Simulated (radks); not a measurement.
Values are calculated unless marked as measured or tabulated.
Question: Radial electron density D(r) = 4 pi r^2 rho(r) of an atom or ion with 34 electrons. Code: a radial shooting solver on a logarithmic mesh with Libxc functionals. Model: Dirac Kohn-Sham, PBE, spin-unpolarised, spherical densities, finite nucleus; Fermi nuclear charge, rms radius of each element as measured or else 0.836 A^(1/3) + 0.57 fm.

```
   r/bohr * D(r) (the largest magnitude, 51.6, reaches the edge; | marks zero)
 0.001874 |*
 0.002441 | *
 0.003178 |   *
 0.004138 |     *
 0.005388 |        *
 0.007016 |            *
 0.009136 |                  *
   0.0119 |                         *
  0.01549 |                                 *
  0.02017 |                                         *
  0.02627 |                                             *
   0.0342 |                                             *
  0.04453 |                                         *
  0.05799 |                                      *
  0.07551 |                                       *
  0.09832 |                                               *
    0.128 |                                                      *
   0.1667 |                                                 *
   0.2171 |                                   *
   0.2827 |                            *
   0.3681 |                                *
   0.4793 |                                  *
   0.6241 |                        *
   0.8126 |           *
    1.058 |      *
    1.378 |      *
    1.794 |    *
    2.336 | *
    3.042 |*
    3.961 *
    5.158 *
```

What is the nuclear charge?

Answer: Z = 35. The innermost maximum, from 1s, lies near gamma/Z bohr with gamma = sqrt(1 - (Z/c)^2) = 0.967, here 0.0276 bohr (found: 0.0301), and its height grows with Z. The density is that of the bromine ion Br+ in [Ar] 3d8 4s2 4p6; the configuration itself is not fixed sharply by these data, and Z only to about a unit. D(r) has 3 maxima, at r = 0.0301, 0.133, 0.442 bohr, and minima at 0.0623, 0.285 bohr, inside which lie 2.09, 10.95 electrons.
